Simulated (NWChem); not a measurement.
System: SnIBr, singlet; SMILES [Br][Sn][I]

Program: NWChem. Low-valent species are run as closed-shell singlets; no triplet was tried in these runs. Geometry: optimised at PBE0/def2-SVP. Not confirmed as a minimum by frequencies. def2 effective core potentials on Sn, I; no spin-orbit coupling.

Diagonal of the polarisability tensor at PBE/def2-SVPD, static: 105.05, 147.56, 75.99 bohr³.

Task: Find the mean polarisability volume, the molar refraction, and the refractive index that an ideal gas of it would have at 273.15 K and 1 atm.

Result: 
1. Mean: one third of the trace = 109.53 bohr³ × 0.14818 Å³/bohr³ = 16.23 Å³.
2. Molar refraction (Lorentz-Lorenz): (4π/3) N_A α = 40.9 cm³/mol.
3. Number density p/kT = 2.687 × 10⁻⁵ Å⁻³; n − 1 = 2π N α = 27.40 × 10⁻⁴.
4. These hold the electronic response alone: vibrational and orientational terms add to the static dielectric constant.
